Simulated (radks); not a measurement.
Dipole-allowed excitations along the series with 28 electrons in [Ar] 3d10. All-electron calculation, non-relativistic Kohn-Sham, PBE, spin-unpolarised, spherical densities, point nucleus. Program: a radial shooting solver on a logarithmic mesh with Libxc functionals. Time-dependent linear response with the Hartree and adiabatic LDA kernel, continuum included through the Sternheimer equations. Lines are the poles of the dipole polarisability below minus the highest occupied eigenvalue, found on a grid refined at the orbital gaps; the lowest seven at most are given, and weak or close lines can be missed. The first line takes the name of the lowest orbital gap if no other gap lies below it; otherwise a line is named after a gap within 0.6 % of it, if that gap stands alone.

| species | -e(HOMO) (eV) | lowest orbital gap (eV) | first line (eV) | f | strongest line (eV) | its f | static alpha (bohr^3) |
|---|---|---|---|---|---|---|---|
| Tc15+ | 581.79 | 3d-4p 266.64 | 268.78 (3d-4p) | 0.462 | 377.47 (unassigned) | 3.42 | 0.04997 |
| Ru16+ | 646.49 | 3d-4p 295.71 | 297.97 (3d-4p) | 0.453 | 414.34 (unassigned) | 3.70 | 0.04264 |
| Rh17+ | 714.28 | 3d-4p 326.13 | 328.51 (3d-4p) | 0.445 | 452.52 (unassigned) | 3.99 | 0.03666 |
| Pd18+ | 785.15 | 3d-4p 357.89 | 360.39 (3d-4p) | 0.437 | 491.97 (unassigned) | 4.28 | 0.03173 |
| Ag19+ | 859.10 | 3d-4p 391.00 | 393.62 (3d-4p) | 0.429 | 532.52 (unassigned) | 4.39 | 0.02762 |

Estimate the first line of Cd20+, its oscillator strength and the static polarisability.

Answer. 428.19 eV (3d-4p), f = 0.422, alpha = 0.02419 bohr^3.
